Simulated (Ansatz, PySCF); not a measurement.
Gas-phase reaction R1 → P1 + P2, each structure at its B3LYP-D3(BJ)/def2-TZVP stationary point, reached from a drawn start (curvature not checked).
P1: CH4 (SMILES C), charge 0, multiplicity 1.
P2: CH2O (SMILES C=O), charge 0, multiplicity 1.
R1: C2H6O (SMILES COC), charge 0, multiplicity 1.

P less R. No zero-point or thermal terms.

Codes used: Ansatz (Gaussian orbitals); PySCF for M06-2X. No computed number here is a measurement.

Problem. One of these levels gives 31.0 kJ/mol for the reaction energy. Name it.
(A) revPBE/def2-TZVPP
(B) M06-2X/def2-TZVPP
(C) PBE/def2-TZVPP
(D) SVWN5/def2-TZVPP

Solution. B, M06-2X/def2-TZVPP. The others give 64.8 (SVWN5/def2-TZVPP), 16.2 (PBE/def2-TZVPP), -3.7 (revPBE/def2-TZVPP)

Ansatz is an electronic-structure program.
